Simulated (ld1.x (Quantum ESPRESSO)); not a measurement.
## What one change does to a pseudopotential (gold (Au), TM)

- Element: Au
- Generator: ld1.x (Quantum ESPRESSO) 7.5
- Type: norm-conserving Troullier–Martins (Kleinman–Bylander form)
- Functional: LDA (PZ)
- Relativity: fully relativistic
- Frozen core: [Xe] 4f14
- Valence charge: 11
- Reference configuration: 5d9 6s2 6p0
- Partial waves: 6s (bound): rc 2.05 bohr; 6p (bound, empty): rc 3.40 bohr; 5d (bound): rc 2.05 bohr
- Local potential: all-electron potential smoothed inside 2.00 bohr (lloc = -2)
- Core correction: Bessel-smoothed model core inside 1.70 bohr

Open shells are filled in proportion to 2j + 1 (rel_dist='average').

Change: scalar-relativistic.

Cutoffs: the cutoffs (Ry, on a coarse ladder) from which the occupation-weighted sum of valence levels, in a spherical-Bessel basis at the reference potential, stays within 10 and 1 mRy of its value at 400 Ry; they do not see the model core or the augmentation charge, which bear on the density cutoff. Errors are all-electron minus pseudo energies relative to the spin-unpolarised reference configuration.

How do hardness, ghosts and transferability respond?

The potential gets neither clearly harder nor softer (45 Ry and 60 Ry → 45 Ry and 60 Ry); the number of tests with a reliable result goes from 7 to 9; of the 7 tests that both files solve, the error grows in 2 and shrinks in 0 by more than 15 % and 0.3 meV (median size 68.7 → 75.0 meV); neither file shows a bound ghost.

| quantity | base | changed |
| --- | --- | --- |
| cutoff, loose | 45 Ry | 45 Ry |
| cutoff, tight | 60 Ry | 60 Ry |
| bound ghosts | none | none |
| error for 5d10 6s1 6p0, meV [ΔE -1.62 → -1.60 eV] | -47 | -50 |
| error for 5d10 6s0 6p0, meV [ΔE 8.17 → 8.17 eV] | -99 | -106 |
| error for 5d9 6s0 6p0, meV [ΔE 29.69 → 29.67 eV] | -34 | -44 |
| error for 5d7 6s0 6p0, meV [ΔE 111.84 eV] | -303 | -335 |
| error for 5d10 6s0 6p1, meV [ΔE 3.72 → 3.80 eV] | -65 | -69 |
| error for 5d10 6s0.5 6p0, meV [ΔE 2.33 → 2.35 eV] | -70 | -75 |
| error for 5d8 6s0 6p0, meV [ΔE 63.86 → 63.84 eV] | -69 | -87 |
| s: phases at 3.71 bohr within 0.05 rad from the reference energy up to (Ry; the scan ends near 5) | 0.7 | 0.7 |
